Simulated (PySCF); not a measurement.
PBE on Pb⁻ (lead, charge -1), [Xe] 4f14 5d10 6s2 6p3, high-spin 4S determinant. Calculation: PySCF 2.14, in aug-cc-pVQZ-PP with ECP60MDF (7s7p5d3f2g, 92 functions); scalar relativity through the core potential.

```
cycle= 1 E= -192.914333322255  delta_E= -0.0137  |g|= 0.0189  |ddm|= 0.727
cycle= 2 E= -192.914255805306  delta_E= 7.75e-05  |g|= 0.0213  |ddm|= 0.103
cycle= 3 E= -192.914442695186  delta_E= -0.000187  |g|= 0.00244  |ddm|= 0.0643
cycle= 4 E= -192.914450170146  delta_E= -7.47e-06  |g|= 0.000784  |ddm|= 0.0182
cycle= 5 E= -192.914451269488  delta_E= -1.1e-06  |g|= 7.65e-06  |ddm|= 0.00433
cycle= 6 E= -192.91445126954  delta_E= -5.28e-11  |g|= 2.25e-07  |ddm|= 6.42e-05
converged SCF energy = -192.91445126954  <S^2> = 3.7513595  2S+1 = 4.0006797
```

Highest occupied orbital energy: 0.938 eV; ⟨L²⟩ = 0.00; populations by l: s 4.00, p 9.00, d 10.00, f 0.00.

(1) Can this result be used?

## Answers

(1) With care. The run converged. Energies and moments cover only the electrons outside the core potential. Spin-orbit coupling, which splits the p, d and f shells strongly at this Z, is absent. Spin-orbit coupling is strong in this species (close to jj coupling), so the high-spin LS determinant is a model state, not a physical level. At PBE the highest occupied level has a positive energy, so only the finite basis holds that electron; in a semilocal or global hybrid functional this comes from self-interaction and does not mean that the real anion is unbound.
